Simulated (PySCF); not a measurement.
C3H7ClSi, SMILES C([SiH2]C)(Cl)=C. Geometry optimised at B3LYP-D3(BJ)/def2-SVP. One conformer was computed; it need not be the lowest.

### Question
Give the equilibrium geometry at B3LYP-D3(BJ)/def2-SVP (PySCF confirms it by a frequency run) as Cartesian coordinates in Å. (The exact figures need the calculation; the answer reports its results.)

### Answer
Several could match; the one computed here: 
```xyz
12

C     -1.8790    -0.8973    -0.3723
C     -0.7978    -0.1905    -0.0293
Cl    -0.5667     0.2981     1.6568
Si     0.5944     0.3688    -1.1746
C      2.2377    -0.2912    -0.5461
H     -2.0187    -1.1993    -1.4142
H     -2.6435    -1.1905     0.3531
H      0.2760    -0.1464    -2.5390
H      0.6110     1.8598    -1.2038
H      2.2486    -1.3923    -0.5658
H      2.3969     0.0353     0.4933
H      3.0755     0.0765    -1.1593
```
